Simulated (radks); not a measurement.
Problem. Radial electron density D(r) = 4 pi r^2 rho(r) of an atom or ion with 3 electrons. Calculated with a radial shooting solver on a logarithmic mesh with Libxc functionals: Dirac Kohn-Sham, PBE, spin-unpolarised, spherical densities, finite nucleus; Fermi nuclear charge, rms radius of each element as measured or else 0.836 A^(1/3) + 0.57 fm.

r (bohr)  D(r) (e/bohr)
0.001373          4.990
0.00156           6.134
0.001759          7.424
0.001999          9.068
0.002272          11.03
0.002582          13.36
0.002935          16.10
0.003336          19.28
0.003791          22.94
0.004309          27.08
0.004897          31.70
0.005566          36.76
0.006275          41.80
0.007132          47.36
0.008106          52.90
0.009213          58.15
0.01047           62.76
0.0119            66.34
0.01353           68.48
0.01537           68.82
0.01747           67.08
0.01986           63.17
0.02257           57.18
0.02545           50.02
0.02892           41.30
0.03287           32.20
0.03736           23.53
0.04246           15.97
0.04826           9.972
0.05485           5.662
0.06234           2.892
0.07085           1.321
0.08053          0.5545
0.0908           0.2675
0.1032           0.2039
0.1173           0.2681
0.1333           0.4007
0.1515           0.5606
0.1722           0.6908
0.1957           0.7117
0.2224           0.5617
0.2528           0.2715
0.2873          0.02640
0.3266          0.08546
0.3682           0.4782
0.4185           0.9279
0.4756           0.8763
0.5406           0.3111
0.6144         0.009363
0.6983           0.6268
0.7936            1.661
0.902             1.995
1.025             1.398
1.165            0.6148
1.314            0.1863
1.493           0.03233
1.697          0.003292
1.929         0.0001866

What is the nuclear charge?

Solution. Z = 61. The innermost maximum, from 1s, lies near gamma/Z bohr with gamma = sqrt(1 - (Z/c)^2) = 0.895, here 0.0147 bohr (found: 0.0148), and its height grows with Z. The density is that of the promethium ion Pm58+ in [He] 6f1; the configuration itself is not fixed sharply by these data, and Z only to a few units. D(r) has 4 maxima, at r = 0.0148, 0.187, 0.443, 0.881 bohr, and minima at 0.102, 0.301, 0.605 bohr, inside which lie 2.00, 2.08, 2.23 electrons.
